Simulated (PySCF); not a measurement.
Trends in electronic spectra. Computed, not measured: TDDFT CAM-B3LYP/def2-SVPD, vertical, gas phase, core orbitals frozen in the response (PySCF). Geometries: PBE0-D3(BJ)/def2-SVP; one conformer of each isolated species. Triplets are in the Tamm–Dancoff approximation. 'Strongest' means the level of largest summed f among the lowest 10 singlets; it needn't be the same kind of state in each. Atoms past krypton carry core potentials; spin–orbit coupling is left out.

**Question.** Rank by computed lowest singlet excitation energy, highest first.
A. `CC1=NOC=C1`
B. `C([C@@H](C#N)C)=O`
C. `C#CC(=O)NC`
D. `C[O][Ta](=[S])([O]C)[O]C`
E. `CN[SiH2]OC(C)=O`

**Answer.** A (6.68 eV), E (5.83 eV), C (5.06 eV), D (4.62 eV), B (4.28 eV).

```json
{"SMILES": "Cc1ccon1", "S1 (eV)": "6.68", "strongest (eV)": "8.45", "T1 (eV)": "4.40", "f (strongest)": "0.25", "α (au)": "54.5", "S1 mainly": "H-2→L (94%)"}
{"SMILES": "CN[SiH2]OC(C)=O", "S1 (eV)": "5.83", "strongest (eV)": "7.37", "T1 (eV)": "5.33", "f (strongest)": "0.08", "α (au)": "76.8", "S1 mainly": "H-1→L+1 (80%)"}
{"SMILES": "C#CC(=O)NC", "S1 (eV)": "5.06", "strongest (eV)": "6.18", "T1 (eV)": "4.61", "f (strongest)": "0.11", "α (au)": "59.5", "S1 mainly": "H-1→L (92%)"}
{"SMILES": "C[O][Ta](=[S])([O]C)[O]C", "S1 (eV)": "4.62", "strongest (eV)": "5.81", "T1 (eV)": "4.06", "f (strongest)": "0.07", "α (au)": "116.1", "S1 mainly": "H→L (56%)"}
{"SMILES": "C[C@H](C#N)C=O", "S1 (eV)": "4.28", "strongest (eV)": "8.38", "T1 (eV)": "3.67", "f (strongest)": "0.03", "α (au)": "54.2", "S1 mainly": "H→L (94%)"}
```

H and L stand for HOMO and LUMO.
